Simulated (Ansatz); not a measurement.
Species: [Y(Cl)(OH)2] (charge 0, multiplicity 1).

**Question.** Give a relaxed geometry from r2SCAN-D4/def2-SVP (Ansatz, a quantum-chemistry and plane-wave program).

**Answer.** This is not unique; one that fits is the end point of this relaxation, one of several conformers.
Cartesian coordinates (Å) in one orientation:
```xyz
6

Y      0.041     0.043     0.138
Cl     0.963     1.274     2.106
O     -0.695    -1.815     0.356
H     -1.058    -2.702     0.402
O      0.021     0.903    -1.680
H     -0.015     1.264    -2.568
```
